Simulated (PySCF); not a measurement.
Two probes of the same atoms: core binding energy and nuclear shielding

C6H3Cl3.
Numbering: `[CH3:1][C:2]#[C:3][C:4]#[C:5][C:6]([Cl:7])([Cl:8])[Cl:9]`

Structure used (PBE0-D3(BJ)/def2-SVP), in Å, numbered top down from 1:
```xyz
12
C6H3Cl3 angstrom
C     -3.3948    0.2659    0.3592
C     -1.9521    0.1543    0.3529
C     -0.7368    0.0604    0.3473
C      0.6253   -0.0453    0.3413
C      1.8399   -0.1398    0.3346
C      3.2754   -0.2522    0.3275
Cl     3.9267    0.3247   -1.2339
Cl     3.7572   -1.9581    0.5614
Cl     3.9742    0.7321    1.6463
H     -3.7070    1.3217    0.3314
H     -3.8202   -0.1911    1.2665
H     -3.8320   -0.2417   -0.5150
```

Binding energies: delta-SCF UKS SCAN, pcX-2 on the ionised atom, pcseg-1 elsewhere, spin-free X2C in PySCF 2.14.0. Shieldings: GIAO B97-2/pcSseg-1, non-relativistic, same geometry.

| atom | isotropic shielding (ppm) |
| --- | --- |
| C1 | 177.2 |
| C2 | 90.2 |
| C3 | 117.3 |
| C4 | 100.0 |
| C5 | 116.0 |
| C6 | 83.5 |

Task: What are the C 1s binding energies of these atoms?

Result: 
```
atom         environment  C 1s (eV)  isotropic shielding (ppm)
  C2       alkyne carbon     290.78                       90.2
  C5       alkyne carbon     290.80                      116.0
  C3       alkyne carbon     291.10                      117.3
  C4       alkyne carbon     291.42                      100.0
  C1  propargylic carbon     292.07                      177.2
  C6         CCl3 carbon     295.62                       83.5
```

Task: Among the listed atoms, is the one with the highest binding energy also the least shielded?

Result: Yes: C6 has both (295.62 eV, 83.5 ppm).

Over these 6 sites the two quantities correlate at r = -0.24. By binding energy: C2 ≈ C5 < C3 < C4 < C1 < C6. By shielding: C6 < C2 < C4 < C5 < C3 < C1.

Spin contamination (⟨S²⟩ against 0.75 for a pure doublet) is marked for C 1s of C2 (0.93), C 1s of C3 (0.91), C 1s of C4 (0.93) and C 1s of C5 (0.89), which makes these values less certain. Isolated species at its PBE0-D3(BJ)/def2-SVP geometry, gas phase.
